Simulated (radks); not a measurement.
The numbers below are computed, except where a source is named.
Task: Mn II, 24 electrons, occupied as [Ar] 3d5 4s1. Level of theory: scalar-relativistic Kohn-Sham, Slater X-alpha with alpha = 0.882, spin-polarised, spherical densities, finite nucleus; open shells are filled with parallel spins first; Fermi nuclear charge, rms radius 3.7057 fm (a radial shooting solver on a logarithmic mesh with Libxc functionals). Some entries of the table are withheld. Estimate them.

orbital,occ.,eigenvalue (hartree),<r^2> (bohr^2),<r> (bohr)
1s up,1,-238.2628,0.004972,0.06081
1s down,1,-238.2609,0.004971,0.06081
2s up,1,-28.13492,0.09160,0.2785
2s down,1,-28.00525,0.09105,0.2777
2p up,3,-24.02789,0.07420,0.2456
2p down,3,-23.92825,0.07362,0.2447
3s up,1,-3.68208,0.8217,0.8438
3s down,1,-3.38298,0.8280,0.8470
3p up,3,-2.53372,0.9342,(1)
3p down,3,-2.23795,0.9448,(2)
3d up,5,-0.73697,1.582,1.106
4s up,1,(3),7.806,(4)
3d down,0,-0.44643,1.733,1.148
4s down,0,(5),10.09,(6)

Result: 
(1) 3p up <r> (bohr): 0.8904
(2) 3p down <r> (bohr): 0.8953
(3) 4s up eigenvalue (hartree): -0.52030
(4) 4s up <r> (bohr): 2.620
(5) 4s down eigenvalue (hartree): -0.30135
(6) 4s down <r> (bohr): 2.942
